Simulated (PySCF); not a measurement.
Species: C₃H₁₁FN₂Si₂.
Numbering: `[NH2:1][Si@@H:2]([NH:3][SiH3:4])[C:5]1([F:6])[CH2:7][CH2:8]1`

Geometry (GFN2-xTB, Å), atoms numbered from 1 in this order:
```xyz
19
C3H11FN2Si2 angstrom
N      0.7379   -1.9949    0.5474
Si     0.3733   -0.3635    0.9552
N      1.1032    0.7003   -0.1952
Si     2.7554    0.7391   -0.7007
C     -1.5067   -0.2364    0.7969
F     -2.1541   -1.0823    1.6838
C     -2.2277   -0.0389   -0.5006
C     -2.2311    1.0457    0.5328
H      0.1864   -2.7288    0.9631
H      1.7033   -2.2743    0.4874
H      0.7661    0.0881    2.2978
H      0.4700    1.2321   -0.7676
H      3.0415   -0.2680   -1.7303
H      2.9869    2.0834   -1.2329
H      3.5558    0.4606    0.4902
H     -3.1432   -0.5918   -0.6495
H     -1.6360    0.0846   -1.3945
H     -3.1505    1.2209    1.0712
H     -1.6401    1.9336    0.3685
```

Definitions: NICS(0) = −σiso at the ring centroid; NICS(1) = −σiso and NICS(1)zz = −σzz at ±1 Å along the ring normal z. Level: GIAO PBE0/pcSseg-1 (PySCF, non-relativistic, gas phase) on the GFN2-xTB geometry, one conformer.

Ring bond lengths (Å), with Mayer bond orders in brackets: C5–C7 1.497 (0.94), C7–C8 1.498 (0.96), C8–C5 1.496 (0.94).

Q: What do the NICS probes read (ppm)?

A: 
```
    ring                                            type  NICS(0)  NICS(1), two faces  NICS(1)zz, two faces  rms pucker (Å)  centre to ring atoms, mean (Å)
C5–C7–C8  3-membered carbocycle; formal bonds all single    -39.7        -10.6 / -6.5         -27.4 / -16.8            0.00                            0.86
```

Q: What can be read from them?

A: 
- C5–C7–C8: mean NICS(1)zz -22.1 ppm, shielded. C5, C7, C8 have four or more neighbours, and the NICS criterion for π rings isn't applied. The two faces differ by 10.6 ppm, so no symmetry operation interchanges them. NICS(0) lies 31 ppm below the mean NICS(1).

Q: What is the mean of the two in-plane components of NICS at the second NICS(1) probe listed for ring C5–C7–C8, 1 Å off the ring?

A: The isotropic value is a third of the trace: (3 × -6.5 − (-16.8))/2 = -1.3 ppm.

Q: Give the inner angles of the rings and the Hirshfeld charges of the ring atoms.

A: 
- C5–C7–C8: C5 60.1° (-0.006 e), C7 59.9° (-0.098 e), C8 60.0° (-0.100 e); sum 180.0° against 180° for a flat convex ring.

Q: How shielded are the nuclei of the rings and their hydrogens (means over atoms taken as equivalent)?

A: 
| atoms | environment | σ isotropic (ppm) | principal values of the symmetric part, first atom (ppm) |
| --- | --- | --- | --- |
| C5 | sp3 C–F carbon | 113.2 | 57.2, 74.7, 207.7 |
| C7 | three-membered-ring carbon | 177.3 | 146.0, 173.2, 212.6 |
| C8 | three-membered-ring carbon | 177.2 | 146.5, 173.1, 212.0 |
| H16 | methylene hydrogen | 30.66 | 25.5, 27.0, 39.5 |
| H17 | methylene hydrogen | 31.21 | 24.8, 29.4, 39.4 |
| H18 | methylene hydrogen | 30.68 | 25.3, 27.1, 39.7 |
| H19 | methylene hydrogen | 31.41 | 24.8, 29.7, 39.7 |

Time: 70 s wall; peak memory 0.92 GiB. Hardware: an Arm Neoverse N1 with one thread, no GPU, on a shared host. This is the whole shielding run at PBE0/pcSseg-1, SCF included.
